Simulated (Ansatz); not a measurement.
Al₂Cu₃⁺. Charge 1, multiplicity 1. Geometry r2SCAN-D4/def2-SVP; atoms count from 1.

```xyz
5

Al   -1.406    0.154   -0.418
Al    0.564   -1.311    0.370
Cu    0.830    1.142    0.048
Cu    0.511   -0.284   -1.804
Cu   -0.499    0.300    1.805
```

The structure comes from a short search, and lower isomers may exist.

**Question.** Estimate the Mulliken populations from the PBE0/def2-TZVP orbitals of Ansatz.

**Answer.** 
| atom | charge (e) | d electrons |
| --- | --- | --- |
| Al1 | 0.41 | – |
| Al2 | 0.41 | – |
| Cu3 | -0.02 | 9.80 |
| Cu4 | 0.10 | 9.81 |
| Cu5 | 0.10 | 9.81 |
Mulliken values and Mayer orders depend strongly on the basis.

**Question.** And the Mayer bond orders between bonded heavy atoms (over 0.3)?

**Answer.** Al1–Cu3 0.47 (2.49 Å); Al1–Cu4 0.58 (2.41 Å); Al1–Cu5 0.58 (2.41 Å); Al2–Cu3 0.47 (2.49 Å); Al2–Cu4 0.58 (2.41 Å); Al2–Cu5 0.58 (2.41 Å); Cu3–Cu4 0.42 (2.36 Å); Cu3–Cu5 0.42 (2.36 Å); Al1–Al2 0.64 (2.58 Å).
